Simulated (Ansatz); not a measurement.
`[SiH3][SiH]1BN1` + `O[Si]1(Cl)CO1` → `[SiH3]O[Si]1(Cl)CO1` + `B1N[SiH2]1`  (cleavage of the Si–Si bond)

Calculated with Ansatz (gas phase, PBE0-D4/def2-TZVP geometries, no zero-point term in ΔE). CCSD(T)/CBS adds triple-zeta CCSD(T) − MP2 to the extrapolated MP2 energy (def2 sets, frozen cores). DFT in def2-TZVPP. One conformer a species, not always the lowest.

| species | PBE0-D4 energy (Eh) |
| --- | --- |
| `[SiH3][SiH]1BN1` | -661.89774 |
| `O[Si]1(Cl)CO1` | -939.77806 |
| `[SiH3]O[Si]1(Cl)CO1` | -1230.39489 |
| `B1N[SiH2]1` | -371.31122 |

Task: Work out ΔE.

Result: ΔE = (-1230.39489) + (-371.31122) − (-661.89774) − (-939.77806) = -0.03031 Eh = -79.6 kJ/mol. CCSD(T)/CBS gives -98.4 kJ/mol.

Largest T1 diagnostic among the species: 0.015.

From PBE to PBE0 (25 % exact exchange), in def2-TZVPP and without D4, ΔE moves by −9.6 kJ/mol. In def2-TZVPP, CCSD(T) changes the Hartree–Fock value by +29.4 kJ/mol (the triples alone add +4.6 kJ/mol) and MP2 by +23.4 kJ/mol.
